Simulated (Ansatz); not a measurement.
Reaction (substitution at a C–F bond): `BOCF` + `O[SiH3]` → `BOCO[SiH3]` + H–F

Program: Ansatz. Geometries: PBE0-D4/def2-TZVP. ΔE: electronic, gas phase. CCSD(T)/CBS is the MP2 limit (def2-TZVPP, def2-QZVPP) plus CCSD(T) − MP2 in def2-TZVPP, frozen cores. This one scheme is used for every species. Functionals use def2-TZVPP. HSE06 is defined as in plane-wave codes. Each species was taken in one conformer, which may not be the lowest.

(1) Is it downhill or uphill in electronic energy at CCSD(T)/CBS, and by how much? (Estimate.)

(2) What do these levels give: PBE0-D4, HSE06-D4, B2PLYP, PBE, revPBE, BHLYP, MP2/def2-TZVPP, CCSD/def2-TZVPP, CCSD(T)/def2-TZVPP, MP2/def2-QZVPP, SCS-MP2/def2-QZVPP, MP2/CBS(def2)? (Estimate.)

(3) What do rigid-rotor, harmonic-oscillator terms from PBE0-D4/def2-TZVP frequencies (298.15 K, 1 bar) make of the CCSD(T)/CBS value? (Estimate.)

Largest T1 diagnostic among the species: 0.013.

Results:

(1) Computed: Downhill: ΔE = -4.9 kJ/mol.

(2) Computed: PBE0-D4 0.0, HSE06-D4 0.2, B2PLYP 4.6, PBE 7.2, revPBE 10.7, BHLYP 9.3, MP2/def2-TZVPP -6.4, CCSD/def2-TZVPP -0.7, CCSD(T)/def2-TZVPP -2.8, MP2/def2-QZVPP -7.8, SCS-MP2/def2-QZVPP -2.9, MP2/CBS(def2) -8.6 kJ/mol.

(3) Ansatz gave: ΔZPE = -3.5 kJ/mol, ΔH = -5.8 kJ/mol, ΔS = -21 J/(mol·K), ΔG = +0.6 kJ/mol. Modes under 50 cm⁻¹ make the entropy rough.

In def2-TZVPP, CCSD(T) changes the Hartree–Fock value by −16.2 kJ/mol (the triples alone add −2.1 kJ/mol) and MP2 by −19.9 kJ/mol. From BLYP to BHLYP (50 % exact exchange), in def2-TZVPP and without D4, ΔE moves by −3.7 kJ/mol.
